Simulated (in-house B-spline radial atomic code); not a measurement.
# One electron outside the [He] 2s2 2p6 core: Ge²¹⁺

Computed with a B-spline radial code for spherical atoms, no-pair Dirac-Coulomb Hamiltonian, finite nucleus. Rungs: frozen-core Dirac-Hartree-Fock (DHF); Brueckner orbitals from the second-order correlation potential; the same with the Coulomb interaction screened by the core and the hole-particle interaction summed; Breit and QED terms from differences of relaxed Dirac-Fock atoms, where computed. Partial waves beyond l = 6 are extrapolated. The tables show a selection of states; those near core-excited levels, with erratic corrections or far from their DHF start are never shown.

Command:
```bash
python run_mb.py task.json out
```
Settings (nuclear radius in fm, box in bohr, cutoff in hartree):
```
basis_form          2
Z                   32
core_configuration  [He] 2s2 2p6
rms_radius          4.0742
mass_number         74
speed_of_light      137.036
box_radius          9.6
lmax                6
intervals           62
virtual_cutoff      2048.0
```

Time taken, with all properties: 29 s on 1 thread of Intel(R) Xeon(R) Platinum 8375C CPU @ 2.90GHz, with other jobs on the host.

Removal energies (eV):

```tsv
state	DHF	second order	screened	Breit + QED	final
3s1/2	880.155	880.903	880.894	-0.477	880.417
3p1/2	832.556	833.462	833.448	-0.45	832.999
3p3/2	825.096	825.976	825.963	-0.291	825.673
3d3/2	761.09	762.106	762.097	-0.17	761.927
3d5/2	759.736	760.73	760.722	-0.0709	760.651
4s1/2	470.473	?	?	?	?
4p1/2	451.252	451.619	451.61	-0.177	451.433
4p3/2	448.289	448.648	448.64	-0.112	448.527
4d3/2	424.535	424.879	424.873	-0.065	424.808
4d5/2	423.933	424.27	424.265	-0.0271	424.237
4f5/2	412.8	413.021	413.023	-	-
4f7/2	412.577	?	?	?	?
5s1/2	292.694	292.835	292.832	-	-
5p1/2	283.129	283.297	283.293	-	-
```

What does correlation do to 4f7/2?

It adds 0.2198 eV to the removal energy in second order and 0.2213 eV with screening, giving 412.798 eV before Breit and QED terms, which weren't computed for this state.

What does correlation do to 4s1/2?

It adds 0.3113 eV to the removal energy in second order and 0.3048 eV with screening; Breit and QED add -0.184 eV, for a final 470.594 eV.

How does the lowest state compare with the NIST ionisation energy?

3s1/2 is bound by 880.417 eV, without recoil; NIST lists 880.44 ± 0.03 eV (semi-empirical), a difference of -0.023 eV.

Electric-dipole lines from 3s1/2 (reduced matrix elements in atomic units, length form, static core polarisation, sign of DHF taken positive):

| upper | DHF | + core polarisation | + Brueckner | λ (nm) | A (s⁻¹) |
| --- | --- | --- | --- | --- | --- |
| 3p1/2 | 0.4109 | 0.4041 | 0.4037 | 26.147 | 9.24e+09 |
| 3p3/2 | 0.5848 | 0.5752 | 0.5746 | 22.648 | 1.44e+10 |

What radiative lifetime does 3d3/2 get from its electric-dipole decays?

The rates to lower computed states sum to 2.76e+10 s⁻¹, a lifetime of 0.0362 ns.

Magnetic hyperfine constants per unit nuclear g factor (MHz, nucleus as a uniformly magnetised ball; they apply to isotopes with nuclear spin):

```csv
state,DHF,+ core polarisation,+ Brueckner
3s1/2,201600,211200,212000
3p1/2,60920,64210,64460
3p3/2,11160,10780,10820
4s1/2,79050,82430,82670
4p1/2,24270,25420,25490
4p3/2,4459,4285,4295
```
